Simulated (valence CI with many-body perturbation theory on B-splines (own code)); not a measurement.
Values are calculated unless marked as measured or tabulated.
## Run record, Sm LVIII

Level of theory: configuration interaction combined with many-body perturbation theory (CI+MBPT): three valence electrons over a frozen Dirac-Fock core [He], a basis of 11 s, 11 p, 9 d, 7 f, 5 g, 2 h, 1 i functions for each j, with the one-electron correlation potential Σ1 (screened to all orders), the two-electron term Σ2, the three-electron term Σ3, Breit, model QED; selected single and double excitations, second order for the rest (own B-spline code, finite nucleus).

Command, and the settings that its task file holds:

```sh
python run_cv.py task.json out
```

```
atom Sm  Z=62  mass_number=152  rms_radius_fm=5.0819
core [He]
valence 2s2 2p1
avg = 1
basis = L
breit = 1
cap = 40000
capref = 1200
cscale = 1
de = 0.0
dress = 0
eps = 2e-08
h = 0.27
hh = 1
l2 = 3
lcore = 6
maxit = 60
n2 = 5
natural = 1
nlev = 60
nno = [7, 7, 6, 5, 4, 2, 1]
nroot = 26
nsp = [4, 4, 3, 2, 1, 0, 0]
pt2 = 1
qed = 1
rpa = 1
s1 = 1
s2 = 1
s3 = 1
screen = 1
tol = 2e-05
```

It took 98 s on 1 thread of Arm Neoverse V2 (shared host).

Log. The first blocks belong to the next ion, which gives the ionisation energy. Fields: 2J, parity (1 odd), roots, reference size, generating configurations, candidates as configurations/state functions, variational space P, stored matrix elements, Davidson steps; e2 is the range of second-order energies in hartree. The first line gives the box (bohr), its intervals, the orbitals and the steps of their self-consistent field. Window is the range of levels sought, series limit the energy at which the first omitted orbital would enter, core excitation an estimate of the first excitation out of the core, left out the lowest levels not solved, and shifts from estimates the range by which levels moved from their first estimate, all in cm⁻¹.

```
rmax 1.5 intervals 54 orbitals 81 references ['2s2 2p', '2s 2p2', '2p3'] scf 2 t 0.4
2J=0 par=0 roots 2 ref 18 generators 3 cand 364/364 P 353/353 nnz 0 it 0
2J=0 par=0 roots 2 ref 18 generators 3 cand 29/29 P 367/367 nnz 0 it 0
   second order: generators 3 cand 15/15 e2 -0.00000 -0.00000
2J=0 par=1 roots 2 ref 16 generators 3 cand 314/314 P 302/302 nnz 0 it 0
2J=0 par=1 roots 2 ref 16 generators 4 cand 28/28 P 319/319 nnz 0 it 0
   second order: generators 6 cand 11/11 e2 -0.00000 -0.00000
2J=2 par=1 roots 2 ref 41 generators 2 cand 828/828 P 752/752 nnz 0 it 0
2J=2 par=1 roots 2 ref 41 generators 2 cand 117/117 P 817/817 nnz 0 it 0
   second order: generators 2 cand 52/52 e2 -0.00000 -0.00000
reference levels 513, estimated 426, window 65788571 1/cm; series limit 85943499, core excitation 324889624
2J=1 par=1 roots 15 ref 48 generators 13 cand 6066/9090 P 5430/7999 nnz 5.9e+06 it 5
2J=1 par=1 roots 15 ref 48 generators 13 cand 2851/4289 P 6377/9504 nnz 8.2e+06 it 5
   second order: generators 15 cand 3459/5086 e2 -0.00001 -0.00000
2J=1 par=0 roots 16 ref 50 generators 15 cand 6006/9004 P 5358/7999 nnz 5.9e+06 it 5
2J=1 par=0 roots 16 ref 50 generators 15 cand 2960/4345 P 6504/9809 nnz 8.8e+06 it 4
   second order: generators 18 cand 3907/5574 e2 -0.00001 -0.00000
2J=3 par=1 roots 21 ref 72 generators 16 cand 8416/17015 P 4018/7999 nnz 6.6e+06 it 5
2J=3 par=1 roots 21 ref 72 generators 16 cand 6264/12726 P 7456/15512 nnz 2.3e+07 it 7
   second order: generators 17 cand 3779/6697 e2 -0.00001 -0.00000
2J=3 par=0 roots 19 ref 70 generators 13 cand 8432/16993 P 3996/7999 nnz 6.6e+06 it 4
2J=3 par=0 roots 19 ref 70 generators 14 cand 6261/12704 P 7419/15412 nnz 2.2e+07 it 5
   second order: generators 15 cand 4004/8006 e2 -0.00001 -0.00000
2J=5 par=0 roots 14 ref 66 generators 12 cand 9342/20939 P 3697/7999 nnz 6.9e+06 it 5
2J=5 par=0 roots 14 ref 66 generators 13 cand 7393/16645 P 7154/16495 nnz 2.6e+07 it 7
   second order: generators 15 cand 6543/16606 e2 -0.00001 -0.00000
2J=5 par=1 roots 13 ref 62 generators 9 cand 9332/21014 P 3701/7998 nnz 6.9e+06 it 5
2J=5 par=1 roots 13 ref 62 generators 10 cand 7406/16715 P 7112/16413 nnz 2.6e+07 it 7
   second order: generators 11 cand 5269/12267 e2 -0.00001 -0.00000
2J=7 par=1 roots 6 ref 43 generators 5 cand 7185/17875 P 3439/8000 nnz 7.8e+06 it 5
2J=7 par=1 roots 6 ref 43 generators 5 cand 5049/12647 P 4977/12138 nnz 1.7e+07 it 5
   second order: generators 6 cand 4861/13287 e2 -0.00001 -0.00001
2J=7 par=0 roots 5 ref 41 generators 5 cand 7191/17860 P 3383/8000 nnz 8.1e+06 it 6
2J=7 par=0 roots 5 ref 41 generators 5 cand 5034/12421 P 4727/11666 nnz 1.6e+07 it 5
   second order: generators 9 cand 7741/22209 e2 -0.00002 -0.00000
2J=9 par=1 roots 2 ref 20 generators 2 cand 4631/12560 P 2363/5338 nnz 3.5e+06 it 4
2J=9 par=1 roots 2 ref 20 generators 2 cand 3464/9742 P 2994/7161 nnz 6.6e+06 it 4
   second order: generators 3 cand 5027/13982 e2 -0.00001 -0.00001
2J=9 par=0 roots 2 ref 23 generators 2 cand 3203/8233 P 2454/5837 nnz 5.4e+06 it 4
2J=9 par=0 roots 2 ref 23 generators 2 cand 1988/4914 P 2871/6911 nnz 7.7e+06 it 4
   second order: generators 4 cand 3815/10204 e2 -0.00001 -0.00001
left out: unestimated 91901037, estimated 72700906, shifts from estimates -20 to 63
operators 0.1
```

The Davidson iterations converged.

No measured spectrum was set against this ion. As an estimate, large intervals hold to a few tenths of a per cent, small ones and those within an open d or f shell to about a per cent.

```
Valence energy                            : -1427.64 hartree
Ionisation energy                         : 12582 eV (NIST: 12588 ± 6 eV (theoretical))
Reference configurations for the orbitals : 2s2 2p, 2s 2p2, 2p3
Radial orbitals                           : 81
Box radius                                : 1.453 bohr
Largest variational space                 : 16495
Lowest levels                             : (2s^2 2p1/2) J=1/2 0.0, (2s 2p1/2^2) J=1/2 202.4, (2s^2 2p3/2) J=3/2 659.5, (2s 2p1/2 2p3/2) J=3/2 [a] 800.8, (2s 2p1/2 2p3/2) J=5/2 836.8, (2s 2p1/2 2p3/2) J=1/2 894.5, (2s 2p1/2 2p3/2) J=3/2 [b] 895.9, (2p1/2^2 2p3/2) J=3/2 1109.0, (2s 2p3/2^2) J=5/2 1478.3, (2s 2p3/2^2) J=1/2 1565.6, (2s 2p3/2^2) J=3/2 1566.5, (2p1/2 2p3/2^2) J=3/2 1730.0, (2p1/2 2p3/2^2) J=5/2 1751.5, (2p1/2 2p3/2^2) J=1/2 1796.9 eV
```

Levels are named by their leading jj configuration (3d3/2^4 stands for four electrons in 3d with j = 3/2), which in mixed levels can hold well under half, so a name can repeat and another be missing. Letters in brackets count levels of one name in rising energy.
